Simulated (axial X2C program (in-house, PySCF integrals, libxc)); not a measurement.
# MgGe at several levels of theory

Computed with an in-house all-electron X2C program for linear molecules (integrals from PySCF). Spin-free means the one-electron spin-free X2C Hamiltonian; two-component (2c) means X2C with spin–orbit coupling and atomic mean-field two-electron Coulomb and Gaunt terms, so the difference of the two also holds small scalar two-electron terms. Basis: Ge dyall-cv3z [9s9p7d4f1g], Mg dyall-cv3z [9s8p6d3f] (cores contracted in-house); Gaussian nuclei, density fitting, unrestricted open shells. Masses: Ge 73.921 u, Mg 23.985 u.

Input file and command:
```json
{"zs": [32, 12], "q": 0, "bas": ["dyall-cv3z", "dyall-cv3z"], "levels": ["PBE0", "HF", "BP86"], "cc": true, "r0": 2.6, "thr": -1.0, "nmax": 90, "npts": 10, "nst": 2, "ntry": 6}
```
```bash
python so2c.py task.json out
```

Keys: zs atomic numbers; q charge; bas basis sets; levels methods; cc coupled cluster on or off; r0 starting distance in Å; thr threshold in hartree for freezing inner shells (an s shell follows its p shell); nmax most natural virtual spinors; npts points on the curve; nst determinants followed; ntry starts of the search. HF also brings MP2.

State, spin-free: M_S = 1, Λ = 0 (beyond evenly filled blocks: π+α, π-α); electrons by block: σα: 11, σβ: 11, π+α: 5, π+β: 4, π-α: 5, π-β: 4, δ+α: 1, δ+β: 1, δ-α: 1, δ-β: 1. Fragments: Ge + Mg.

State, 2c: Ω = 1 (⟨Sz⟩ = 1.00, ⟨Lz⟩ = 0.00 at PBE0); electrons by block: 1/2: 15, -1/2: 16, 3/2: 6, -3/2: 5, 5/2: 1, -5/2: 1. Fragments: Ge + Mg.

```csv
Hamiltonian,level,Re (Å),ωe (cm⁻¹),αe (cm⁻¹),De (eV),D0 (eV),μ (D)
spin-free,PBE0,2.581,254.1,0.0011,1.07,1.06,3.21
spin-free,HF,2.640,241.6,0.00108,0.656,0.641,3.13
spin-free,CCSD,2.620,242.5,0.00121,0.733,0.718,n/a
spin-free,CCSD(T),2.615,247.7,0.00113,0.844,0.829,n/a
spin-free,BP86,2.580,253.3,0.0011,1.14,1.12,3.11
2c,PBE0,2.582,253.5,0.0011,n/a,n/a,3.20
2c,HF,2.642,240.7,0.00109,n/a,n/a,3.12
2c,CCSD,2.622,241.8,0.00121,n/a,n/a,n/a
2c,CCSD(T),2.616,247.2,0.00113,n/a,n/a,n/a
2c,BP86,2.582,252.7,0.0011,n/a,n/a,3.10
```

Correlated methods: 6 electrons correlated (number of frozen shells: Ge 3 s, 2 p, 1 d; Mg 2 s, 1 p), 280 virtual spin orbitals or spinors in MP2, 86 natural virtuals in coupled cluster.

Dipoles are positive if Mg is the positive end.

Occupations by symmetry block were frozen at the best pattern of an incomplete PBE0 search. De is counted from the lowest determinant-based energies of the atoms at the same level, without counterpoise correction. De is not given where an atomic determinant may have missed its ground term or J level, or where the truncated virtual space spoils (T). Density functionals use the spin component along the axis (collinear). CCSD and (T) use frozen natural virtuals with an MP2 correction for the truncation; (T) itself is uncorrected, so its De runs slightly low. PBE0 can misorder states that lie within some tenths of an eV, so this need not be the ground state of the molecule. The nearest other spin-free determinant of the search, M_S = 0, Λ = 2, lies 0.78 eV up at the distance of the search. The functionals have no current-density term, which raises determinants with orbital currents, atoms included. With several unpaired electrons one determinant need not be a pure state. Open-shell Ω = 0 determinants with evenly filled partner blocks cannot be reached by this program, so the Ω shown need not be the lowest component. This is the Ω = 1 component of a π² triplet; the 0⁺ component is not one determinant and can lie lowest. The determinant is spin-polarised beyond a pure state at some levels (its spin-free form has ⟨S²⟩ too high), which makes Re and μ there less reliable. The T1 diagnostic is large, a sign of multireference character. With the outer-core shells frozen, correlated bond lengths of heavy atoms tend to come out a few hundredths of an ångström too long.

No reliable constants came from MP2 (2c), MP2 (spin-free): no minimum in range, unconverged points, a curve that is not smooth, a change of character along it, or the two Hamiltonians disagreeing along it.

Rough cost a point (2c) on 1 thread(s) of a shared host, integrals apart: PBE0 1.1 s, HF 0.8 s, CCSD(T) 4 s, BP86 0.6 s.

The whole task took 2.3 min on 1 thread of Intel(R) Xeon(R) Platinum 8259CL CPU @ 2.50GHz (Skylake/Cascade Lake), on a shared host.
